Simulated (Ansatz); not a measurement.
`[SiH3]C[O][ZnH]` and `[CH3][AlH][O]C[SiH3]` differ in one atom or group.

Ansatz, PBE0-D4/def2-TZVP geometries, multiplicity 1. Each molecule was computed in one conformer, which needn't be the lowest.

Scalar relativity is left out up to krypton.

```json
{"property": "LUMO energy (ωB97M-V/def2-TZVPP) / eV", "`[SiH3]C[O][ZnH]`": "0.94"}
{"property": "size of the dipole moment (ωB97M-V/def2-TZVPP) / D", "`[SiH3]C[O][ZnH]`": "0.74"}
{"property": "LUMO energy (PBE/def2-TZVPP) / eV", "`[SiH3]C[O][ZnH]`": "-1.21"}
{"property": "HOMO–LUMO gap (PBE0/def2-TZVPP) / eV", "`[SiH3]C[O][ZnH]`": "6.63"}
{"property": "HOMO–LUMO gap (B3LYP/def2-TZVPP) / eV", "`[SiH3]C[O][ZnH]`": "6.17"}
{"property": "HOMO energy (ωB97M-V/def2-TZVPP) / eV", "`[SiH3]C[O][ZnH]`": "-9.37"}
```

(1) Give the same properties after the change, and the shifts. (An estimate is asked.)

Answers

(1) Ansatz gave: 
| property | `[CH3][AlH][O]C[SiH3]` | shift |
| --- | --- | --- |
| LUMO energy (ωB97M-V/def2-TZVPP) / eV | 0.96 | 0.02 |
| size of the dipole moment (ωB97M-V/def2-TZVPP) / D | 0.76 | 0.02 |
| LUMO energy (PBE/def2-TZVPP) / eV | -1.37 | -0.16 |
| HOMO–LUMO gap (PBE0/def2-TZVPP) / eV | 6.92 | 0.29 |
| HOMO–LUMO gap (B3LYP/def2-TZVPP) / eV | 6.50 | 0.33 |
| HOMO energy (ωB97M-V/def2-TZVPP) / eV | -9.83 | -0.46 |

With PBE0 the HOMO falls by 0.44 eV and the LUMO falls by 0.16 eV, so the gap widens by about 0.28 eV. PBE moves the HOMO by -0.43 eV and ωB97M-V by -0.46 eV. Dipoles are sizes alone; their direction can turn.

B3LYP here is the variant with VWN-RPA as its local correlation; programs differ in this.
